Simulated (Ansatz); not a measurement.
The same path of AlFH₄O₂S (9 atoms, charge 0, multiplicity 1) was run twice with different band settings. Lost on the way: S7–H9.

These are results of Ansatz, RKS CAM-B3LYP-D4/6-31G*, not measurements.

Relaxed end points:

```xyz
9
Properties=species:S:1:pos:R:3
Al 0.001 -0.132 0.194
F -0.230 -0.838 1.681
O 1.599 -0.004 -0.409
H 1.800 -0.370 -1.277
O -1.308 -0.194 -0.906
H -2.115 -0.654 -0.653
S 0.125 2.231 0.999
H 1.320 2.058 1.586
H -0.563 2.197 2.152
```

```xyz
9
Properties=species:S:1:pos:R:3
Al -0.062 0.335 0.120
F -0.311 -0.173 1.954
O 1.439 -0.398 -0.225
H 1.793 -0.443 -1.119
O -1.520 0.080 -0.718
H -1.792 -0.797 -1.007
S 0.006 2.424 1.025
H 1.345 2.445 1.165
H -0.270 0.820 2.172
```

Common settings: movable images 5; climbing image yes; spring 5.0 eV/Å²; optimiser quadratic models (default); start path through a guess of the saddle point; iteration limit 60; end points relaxed.

| run | force threshold |
| --- | --- |
| 1 | 0.03 eV/Å |
| 2 | 0.2 eV/Å |

(1) What does each run give, and how far can it be trusted?

Results:

(1) Run 1: converged after 19 iterations, highest image 0.821 eV above the first end. A vibrational analysis at the climbing image gives 2 clearly imaginary modes (249i, 107i cm⁻¹): a point of higher order. A lower path may pass nearby, or the ends, which weren't checked, may share the extra mode.
Run 2: converged after 13 iterations, highest image 0.822 eV above the first end. The threshold of 0.2 eV/Å is loose, so the images may lie well off the minimum-energy path. Another band between the same ends (5 images) ends at a top of the same energy, where a vibrational analysis finds 2 clearly imaginary modes.
The orbitals stay closed-shell, which can raise the energy where a bond breaks towards radicals; this wasn't checked here.
